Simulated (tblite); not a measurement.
C6H4FS (charge -1).
InChI=1S/C6H5FS/c7-5-3-1-2-4-6(5)8/h1-4,8H/p-1

Computed with GFN2-xTB (tblite): harmonic, unscaled wavenumbers at the GFN2-xTB geometry, gas phase. This tight-binding method is rough: wavenumbers can miss measured ones by several per cent, in bad cases by 10 to 20.

Harmonic wavenumbers (cm⁻¹): 126.6, 203.5, 250.7, 360.7, 401.1, 463.6, 495.5, 530.6, 629.0, 686.5, 749.3, 791.2, 833.0, 870.6, 905.1, 1045.5, 1080.6, 1154.1, 1174.1, 1200.5, 1235.6, 1330.1, 1424.5, 1456.5, 1526.6, 1590.2, 3010.9, 3037.2, 3052.7, 3063.2.

A = 2860, B = 1609, C = 1030 MHz; mass 127.002 u (most abundant isotopes); point group Cs, symmetry number 1.

Task: Zero-point energy?

Result: ½Σν̃ = 17340 cm⁻¹ = 207.43 kJ/mol.

Task: What is S at 298.15 K and 1 bar for an ideal gas of classical rigid rotors and harmonic oscillators?

Result: Translation 169.27, rotation 119.69, vibration 54.27: S = 343.2 J/(mol K).

Task: And Cp and H(298.15 K) − H(0)?

Result: Cp = 113.15 J/(mol K), of which vibrations give 79.89 (their classical limit is 30 R = 249.4); H(298.15 K) − H(0) = 20.01 kJ/mol without the zero-point energy, 10.09 from vibrations.

Task: What must be added to the electronic energy to get the Gibbs energy at 298.15 K and 1 bar?

Result: ZPE + [H(298.15 K) − H(0)] − T·S = 207.43 + 20.01 − 102.34 = 125.10 kJ/mol.

Task: How do the functions run with temperature in this model?

Result: 
```
 T (K)  S (J/(mol K))  Cp (J/(mol K))  H − H(0) (kJ/mol)  G − H(0) (kJ/mol)  ln q(vib)
    50          230.8            37.5               1.71              -9.83       0.03
   100          260.6            50.3               3.90             -22.16       0.27
373.15          371.1           135.3              29.34            -109.12       3.52
   500          415.1           165.8              48.53            -159.03       5.43
   750          490.5           204.8              95.33            -272.53       9.26
  1000          552.8           227.7             149.63            -403.18      12.90
```

q(vib) and H(0) count from the zero-point level.

Task: Blend soft modes into free rotors: weight 1/[1 + (100 cm⁻¹/ν̃)⁴] for the oscillator and the rest for a rotor with moment μB/(μ + B), μ = h/(8π²ν), B = 10⁻⁴⁴ kg m². What vibrational entropy results?

Result: 53.90 J/(mol K) in place of 54.27, which changes −T·S at 298.15 K by +0.11 kJ/mol.

Hindered rotation and anharmonicity are outside this model.

Time: 0.25 s wall. Hardware: an Arm Neoverse V2 with one thread, no GPU, on a shared host. This covers the Hessian and the dipole derivatives.
